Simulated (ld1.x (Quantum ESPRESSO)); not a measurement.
# rhodium, PAW: configuration errors across variants

```
Element                 : rhodium
Generator               : ld1.x (Quantum ESPRESSO) 7.5
Type                    : PAW
Functional              : PBEsol
Relativity              : scalar-relativistic
Frozen core             : [Kr]
Valence charge          : 9
Reference configuration : 4d9 5s0 5p0
Partial waves           : 5s (bound, empty): rcut 2.40, rcutus 3.05 bohr; 5s channel at 1.15 Ry: rcut 2.40, rcutus 3.05 bohr; 5p (bound, empty): rcut 3.30, rcutus 3.65 bohr; 5p channel at 0.35 Ry: rcut 3.30, rcutus 3.65 bohr; 4d (bound): rcut 1.85, rcutus 2.15 bohr; 4d channel at 1.3 Ry: rcut 1.85, rcutus 2.15 bohr
Local potential         : all-electron potential smoothed inside 1.90 bohr (lloc = -1)
Core correction         : Bessel-smoothed model core inside 2.05 bohr
Augmentation charge     : BESSEL, radius 2.00 bohr
```

All-electron excitation energies from the reference (eV): (1) 4d8 5s1 5p0 0.913; (2) 4d8 5s0 5p0 8.375; (3) 4d7 5s0 5p0 27.884; (4) 4d7 5s2 5p0 3.366; (5) 4d8 5s0 5p1 4.578; (6) 4d7 5s1 5p0 12.055; (7) 4d5 5s0 5p0 107.301.

The overlap operator is not positive definite (basis up to 400 Ry) in “all radii but the core radius scaled by about 0.75 (s 2.28, p 2.72, d 1.60 bohr, rcut 1.80/2.46/1.38); local potential all-electron potential smoothed inside 1.42 bohr (lloc = -1); augmentation BESSEL, radius 1.50 bohr”, “all radii but the core radius scaled by about 1.33 (s 4.06, p 4.86, d 2.86 bohr, rcut 3.20/4.40/2.46); local potential all-electron potential smoothed inside 2.54 bohr (lloc = -1); augmentation BESSEL, radius 2.66 bohr”. Such files are unfit for use, however small their errors in these radial tests.

Tests that are not counted but printed errors over 1 eV. “all radii but the core radius scaled by about 0.75 (s 2.28, p 2.72, d 1.60 bohr, rcut 1.80/2.46/1.38); local potential all-electron potential smoothed inside 1.42 bohr (lloc = -1); augmentation BESSEL, radius 1.50 bohr”: 4d7 5s2 5p0 (solver errors, printed error -14.4 eV); 4d7 5s1 5p0 (solver errors, printed error -3.8 eV); 1 more. “all radii but the core radius scaled by about 1.10 (s 3.36, p 4.02, d 2.36 bohr, rcut 2.64/3.64/2.04); local potential all-electron potential smoothed inside 2.10 bohr (lloc = -1); augmentation BESSEL, radius 2.20 bohr”: 4d7 5s2 5p0 (solver errors, printed error -509 eV); 4d5 5s0 5p0 (solver errors, printed error -239 eV); 1 more.

A true bound ghost makes a file unfit for plane-wave use even where its test errors are small: the radial tests pick states by their node count and pass the ghost by. Where a test does run into it, the solver fails or the error is huge.

Errors AE − PS in meV (a dash: test not solved or not reliable):

```tsv
change	(1)	(2)	(3)	(4)	(5)	(6)	(7)	bound ghosts
base	-26	-18	-157	-168	-17	-147	-1596	s
all radii but the core radius scaled by about 0.75 (s 2.28, p 2.72, d 1.60 bohr, rcut 1.80/2.46/1.38); local potential all-electron potential smoothed inside 1.42 bohr (lloc = -1); augmentation BESSEL, radius 1.50 bohr	–	-18	-154	–	-21	–	-1528	p (s not tested, overlap not positive)
all radii but the core radius scaled by about 0.89 (s 2.72, p 3.26, d 1.92 bohr, rcut 2.14/2.94/1.64); local potential all-electron potential smoothed inside 1.70 bohr (lloc = -1); augmentation BESSEL, radius 1.78 bohr	-21	-18	-155	-117	-16	-123	-1559	s
all radii but the core radius scaled by about 0.96 (s 2.94, p 3.52, d 2.08 bohr, rcut 2.32/3.18/1.78); local potential all-electron potential smoothed inside 1.84 bohr (lloc = -1); augmentation BESSEL, radius 1.94 bohr	-24	-18	-156	-148	-17	-138	-1588	s
all radii but the core radius scaled by about 1.10 (s 3.36, p 4.02, d 2.36 bohr, rcut 2.64/3.64/2.04); local potential all-electron potential smoothed inside 2.10 bohr (lloc = -1); augmentation BESSEL, radius 2.20 bohr	+5.7	-18	-159	–	-16	–	–	none
all radii but the core radius scaled by about 1.18 (s 3.60, p 4.32, d 2.54 bohr, rcut 2.84/3.90/2.18); local potential all-electron potential smoothed inside 2.24 bohr (lloc = -1); augmentation BESSEL, radius 2.36 bohr	-19	-17	-163	-61	-17	-112	-1894	none
all radii but the core radius scaled by about 1.25 (s 3.82, p 4.56, d 2.70 bohr, rcut 3.00/4.14/2.32); local potential all-electron potential smoothed inside 2.38 bohr (lloc = -1); augmentation BESSEL, radius 2.50 bohr	-23	-17	-168	-105	-18	-133	-2041	none
all radii but the core radius scaled by about 1.33 (s 4.06, p 4.86, d 2.86 bohr, rcut 3.20/4.40/2.46); local potential all-electron potential smoothed inside 2.54 bohr (lloc = -1); augmentation BESSEL, radius 2.66 bohr	-26	-17	-172	-133	-23	-147	-2162	not determined (overlap not positive)
all radii but the core radius scaled by about 1.38 (s 4.20, p 5.04, d 2.96 bohr, rcut 3.30/4.54/2.54); local potential all-electron potential smoothed inside 2.62 bohr (lloc = -1); augmentation BESSEL, radius 2.76 bohr	-30	-17	-186	-160	-22	-164	-2419	none
```

Task: Give the same row for: all radii but the core radius scaled by about 0.82 (s 2.50, p 3.00, d 1.76 bohr, rcut 1.98/2.70/1.52); local potential all-electron potential smoothed inside 1.56 bohr (lloc = -1); augmentation BESSEL, radius 1.64 bohr.

Result: -21, -18, -154, -116, -19, -123, -1544; bound ghosts: s, p.
